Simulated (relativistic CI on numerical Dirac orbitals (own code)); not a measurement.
## d6 in a ligand field

Computed with a parametric ligand-field model of a d^n configuration (Racah B and C, spin-orbit zeta, crystal field), exact diagonalisation.

Field parameters in Wybourne normalisation: Td as Oh with Dq negative (B⁴₀ = 21Dq, B⁴₄ = √(5/14) B⁴₀). The field is a parameter set, without covalency.

(1) Ground term and bands for B = 740, C = 2930, ζ = 0 cm⁻¹, Td, 10Dq = -9400 cm⁻¹?

(2) Ground term and bands for B = 740, C = 2930, ζ = 0 cm⁻¹, Td, 10Dq = -5400 cm⁻¹?

(3) Ground term and bands for B = 740, C = 2930, ζ = 0 cm⁻¹, Td, 10Dq = -10730 cm⁻¹?

(4) Ground term and bands for B = 740, C = 2930, ζ = 0 cm⁻¹, Td, 10Dq = -4740 cm⁻¹?

(5) Ground term and bands for B = 740, C = 2930, ζ = 0 cm⁻¹, Td, 10Dq = -2070 cm⁻¹?

Results:

(1) Ground term 5E with 3.00 electrons in the two orbitals of the cubic e set. Spin-allowed: 5T2 9400 cm⁻¹ (1064 nm). Lowest spin-forbidden: 3T1 7952 cm⁻¹ (1258 nm), 3E 15326 cm⁻¹ (652 nm), 1T2 15875 cm⁻¹ (630 nm).

(2) Ground term 5E with 3.00 electrons in the two orbitals of the cubic e set. Spin-allowed: 5T2 5400 cm⁻¹ (1852 nm). Lowest spin-forbidden: 3T1 11473 cm⁻¹ (872 nm), 3E 15204 cm⁻¹ (658 nm), 3T1 16108 cm⁻¹ (621 nm).

(3) Ground term 5E with 3.00 electrons in the two orbitals of the cubic e set. Spin-allowed: 5T2 10730 cm⁻¹ (932 nm). Lowest spin-forbidden: 3T1 6734 cm⁻¹ (1485 nm), 1T2 14739 cm⁻¹ (678 nm), 3E 15352 cm⁻¹ (651 nm).

(4) Ground term 5E with 3.00 electrons in the two orbitals of the cubic e set. Spin-allowed: 5T2 4740 cm⁻¹ (2110 nm). Lowest spin-forbidden: 3T1 12020 cm⁻¹ (832 nm), 3E 15173 cm⁻¹ (659 nm), 3T1 16100 cm⁻¹ (621 nm).

(5) Ground term 5E with 3.00 electrons in the two orbitals of the cubic e set. Spin-allowed: 5T2 2070 cm⁻¹. Lowest spin-forbidden: 3T1 13984 cm⁻¹ (715 nm), 3E 14980 cm⁻¹ (668 nm), 3T2 15922 cm⁻¹ (628 nm).
